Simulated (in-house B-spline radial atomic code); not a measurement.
Settings and results of a run for the antimony ion Sb³⁺. Computed with a radial B-spline atomic code at the basis-set limit: non-relativistic PBE0, spin-polarised, spherical fractional occupations, exact exchange averaged over the configuration, point nucleus.

Command:
```bash
python run_scf.py task.json out
```
Settings:
```
Z                51
configuration    [Kr] 4d10 5s2
hamiltonian      nr
method           pbe0
spin_polarised   True
exact_exchange   averaged over the configuration
```

Output (hartree, bohr):
```
 radial grid: 56 intervals, B-splines of order 8, outer radius 39.1892 bohr

 iter        energy (Eh)    residual
    1       -6299.577948    6.37e-01
    2       -6306.552225    5.26e-01
    3       -6313.488928    9.78e-02
    4       -6313.768651    2.59e-02
    5       -6313.776947    1.00e-02
    6       -6313.779293    3.14e-03
    7       -6313.779561    2.09e-04
    8       -6313.779561    3.02e-05
    9       -6313.779561    1.25e-06
   10       -6313.779561    1.37e-08

 total energy                     -6313.77956
 kinetic                            6311.4271
 electron-nucleus                 -14952.3453
 Hartree                            2492.2121
 exact exchange                      -40.7443
 exchange-correlation               -124.3292

 orbital      occ     eigenvalue          <r>       <r^2>       <1/r>       r_max
 1s up      1.000     -1076.4958    0.0298188  0.00118929      50.473     0.01975
 1s down    1.000     -1076.4958    0.0298188  0.00118929      50.473     0.01975
 2s up      1.000      -161.7680     0.128627    0.019431     11.5566      0.1092
 2s down    1.000      -161.7680     0.128627    0.019431     11.5566      0.1092
 2p up      3.000      -151.5458     0.109699   0.0146319     11.5577      0.0855
 2p down    3.000      -151.5458     0.109699   0.0146319     11.5577      0.0855
 3s up      1.000       -32.8601     0.343427    0.134605     4.18915      0.3124
 3s down    1.000       -32.8601     0.343427    0.134605     4.18915      0.3124
 3p up      3.000       -28.6000      0.33434    0.129476     4.10961       0.299
 3p down    3.000       -28.6000      0.33434    0.129476     4.10961       0.299
 3d up      5.000       -20.7197     0.305281    0.110292     3.96901      0.2449
 3d down    5.000       -20.7197     0.305281    0.110292     3.96901      0.2449
 4s up      1.000        -6.4030     0.820548    0.760456     1.67356      0.7494
 4s down    1.000        -6.4030     0.820548    0.760456     1.67356      0.7494
 4p up      3.000        -4.9380     0.864947    0.852684     1.56607      0.7743
 4p down    3.000        -4.9380     0.864947    0.852684     1.56607      0.7743
 4d up      5.000        -2.4746      1.01046     1.19705     1.30846      0.8425
 4d down    5.000        -2.4746      1.01046     1.19705     1.30846      0.8425
 5s up      1.000        -1.4120      2.10001     4.93538    0.611947       1.884
 5s down    1.000        -1.4120      2.10001     4.93538    0.611947       1.884
```

Run time, properties included: 0.29 s on 1 thread of Intel(R) Xeon(R) 6975P-C, with other jobs on the host.
